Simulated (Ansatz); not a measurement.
Frontier orbitals of `F[P+](F)(F)[Au-][N]([SiH3])[SiH3]`.

Charge 0, multiplicity 1. Correlated methods include outer-core shells of Au, which these sets cover unevenly. Au: def2 effective core potential. The geometry is a stationary point of PBE0-D4/def2-TZVP. It is one conformer, not always the lowest. Basis def2-TZVPP, Ansatz.

Question: Compute the vertical ionisation energy as the energy of the cation minus that of the neutral molecule, at each level. (Estimate.)

Answer: Ansatz gave: 
```tsv
level	IE (eV)	difference from CCSD(T)/def2-TZVPP
PBE-D4/def2-TZVPP	8.34	-0.32
r2SCAN-D4/def2-TZVPP	8.38	-0.28
PBE0-D4/def2-TZVPP	8.48	-0.18
B3LYP-D4/def2-TZVPP	8.53	-0.13
ωB97X-V/def2-TZVPP	8.60	-0.06
ωB97M-V/def2-TZVPP	8.63	-0.03
B2PLYP/def2-TZVPP	8.63	-0.03
HF/def2-TZVPP	7.30	-1.36
MP2/def2-TZVPP	9.13	0.47
CCSD/def2-TZVPP	8.55	-0.11
CCSD(T)/def2-TZVPP	8.66	0.00
HF/def2-QZVPP	7.31	-1.35
MP2/def2-QZVPP	9.26	0.60
```

B3LYP here is the variant with VWN-RPA as its local correlation; programs differ in this.
